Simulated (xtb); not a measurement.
C4H10O2Zn2, SMILES [CH3][Zn][O]CC[O][Zn][CH3]. All values are semi-empirical tight-binding results from xtb (GFN2-xTB unless named), good for trends rather than for accurate numbers. Geometry: GFN2-xTB. The values are those of a single conformer.

For metal compounds this method's bond lengths and energies can be far off.

orbital gap: 2.57 eV
zero-point energy: 81.4 kcal/mol
G − E(el) at 298.15 K (modified RRHO): 54.8 kcal/mol
